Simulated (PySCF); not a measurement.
# Simulated characterisation data

All values are calculated (PySCF 2.14.0 with density-fitted response routines): geometry: PBE0-D3(BJ)/def2-SVP, spin–spin couplings from B3LYP/pcJ-1 (spin–dipole term left out of most H,H and C,H couplings), NMR shieldings at PBE0/pcSseg-1/GIAO. No relativistic terms, in vacuum, averaged over atoms made equivalent by symmetry, fast rotation or ring inversion, a single conformation.

Shifts are taken against calculated references (same method and geometry level): TMS for 1H (σ = 31.27 ppm), 13C (σ = 184.41 ppm). Multiplet labels drop J under 1 Hz and among equivalent protons, and merge close values. Unscaled 3J(H,H) run several per cent high. Where no couplings were computed, multiplicities follow the n + 1 count of equivalent neighbours, and m marks all less simple cases (inequivalent or close neighbours, rings, F or P nearby). One-bond C–F couplings are unscaled and too large by tens of Hz. Shifts are as computed. Against solution values, carbons near 30 ppm lie about +2 ppm off and those near 130 ppm about +5 ppm. Of 1313 compounds with measured shifts, 239 miss one by over three times the rms of a fit or turn the order of signals round; such compounds aren't used in these exercises.

**1.** SMILES FC(F)(F)C#CC1CC1, C6H5F3. 1H NMR (400 MHz, computed): δ 1.21 (m, 1H), 0.89 (m, 2H), 0.83 (m, 2H). 13C{1H} NMR (computed): δ 119.4 (C, q, J = 322.2 Hz), 97.6 (C, q, J = 5.0 Hz), 68.6 (C, q, J = 56.0 Hz), 11.5 (CH2), 0.4 (CH).

**2.** `C[O+](C)[AlH2-][C](C)(C)C`, C6H17AlO. 1H NMR (400 MHz, computed): δ 4.11 (br, 2H), 3.65 (s, 6H), 0.88 (s, 9H). 13C{1H} NMR (computed): δ 63.9 (CH3), 29.1 (CH3), 13.7 (C).
